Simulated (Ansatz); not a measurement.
Geometry optimisation, RKS PBE-D4/def2-SVP in Ansatz 0.2.0.

Input:

```yaml
crystal:
  periodic: [false, false, false]
  atoms:
    - { symbol: Hf, position_ang: [0.21014, 0.05549, -0.128428] }
    - { symbol: Cl, position_ang: [0.219053, -0.043057, 2.348145] }
    - { symbol: Cl, position_ang: [2.463111, 0.031208, -0.707848] }
    - { symbol: Cl, position_ang: [-0.582309, 2.037902, -1.068857] }
    - { symbol: Cl, position_ang: [-0.679041, -1.853425, -1.155338] }
    - { symbol: O, position_ang: [-2.798286, 0.051952, 1.109526] }
    - { symbol: H, position_ang: [-3.120876, -0.846699, 0.906199] }
    - { symbol: H, position_ang: [-2.325091, -0.06307, 1.974201] }
basis:
  gaussian: { orbitals: def2-SVP }
hamiltonian:
  xc: pbe
  dispersion: d4
relax:
  f_tol: 0.03
  max_steps: 50
```

Run as:

```bash
$ ansatz run input.yaml --threads 4 --pin off --max-ram 5120MiB --backend cpu --events-out ev --progress --plain --runs-dir out
```

Where does it end, and by what steps?

The forces met the threshold. After 7 steps the energy has fallen by 0.570 eV; O6 moved furthest, 0.56 Å. Joined: Hf1–O6 (3.25 → 2.37 Å).

```json
{"step": "0", "energy less start (eV)": "0.0000", "largest force component (eV/Å)": "1.423", "accepted": "yes"}
{"step": "1", "energy less start (eV)": "-0.1702", "largest force component (eV/Å)": "1.031", "accepted": "yes"}
{"step": "2", "energy less start (eV)": "-0.3257", "largest force component (eV/Å)": "1.353", "accepted": "yes"}
{"step": "3", "energy less start (eV)": "-0.4591", "largest force component (eV/Å)": "1.776", "accepted": "yes"}
{"step": "4", "energy less start (eV)": "-0.5579", "largest force component (eV/Å)": "0.457", "accepted": "yes"}
{"step": "5", "energy less start (eV)": "-0.5652", "largest force component (eV/Å)": "0.116", "accepted": "yes"}
{"step": "6", "energy less start (eV)": "-0.5696", "largest force component (eV/Å)": "0.038", "accepted": "yes"}
{"step": "7", "energy less start (eV)": "-0.5698", "largest force component (eV/Å)": "0.015", "accepted": "yes"}
```

```xyz
8
Properties=species:S:1:pos:R:3
Hf -0.080 0.073 0.055
Cl 0.305 0.134 2.409
Cl 2.156 -0.110 -0.637
Cl -0.695 2.120 -0.919
Cl -0.925 -1.874 -1.036
O -2.281 -0.058 0.917
H -2.780 -0.835 0.593
H -2.313 -0.079 1.895
```

Whether the end is a true minimum wasn't checked by a vibrational analysis.

The run took 6.5 s on 4 threads of AMD EPYC 9R45 96-Core Processor (Zen 5), on a shared host, peak memory 0.23 GiB.
